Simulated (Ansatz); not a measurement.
Process, species as SMILES: OB(O)F + 3 [H][H] (H2) → B (BH3) + F (HF) + 2 O (H2O)
Geometries: B3LYP-D3(BJ)/def2-TZVP minima from Ansatz (a quantum-chemistry and plane-wave program), one conformer each, not searched for the lowest.
Geometry of the first species:
```xyz
6

B     -0.0174     0.0136     0.0008
F      0.3228     1.3060     0.0664
O     -1.3369    -0.2935    -0.0072
O      0.9426    -0.9533    -0.0556
H     -1.5039    -1.2399    -0.0557
H      1.8407    -0.6079    -0.0430
```
Charge 0, spin multiplicity 1.

Quantity: energy of full hydrogenation (electronic energy difference), in eV. Correlated levels leave the core frozen unless marked. Spin-orbit coupling is left out. No relativistic terms. Basis-set limits of correlation are two-point, X^-3; Hartree-Fock from the larger set.

CCSD(T)/CBS(cc-pVTZ,cc-pVQZ) (Ansatz) gives 3.82 eV.

Problem. Another calculation gave 3.85 eV. Which level was it?
A) B2GP-PLYP/def2-TZVPD (Ansatz)
B) PBE/def2-TZVPD (Ansatz)
C) revPBE/def2-TZVPD (Ansatz)
D) r2SCAN/def2-TZVPD (Ansatz)

Solution. A, B2GP-PLYP/def2-TZVPD (Ansatz). The others give 3.74 (PBE), 4.04 (r2SCAN), 3.60 (revPBE) eV.
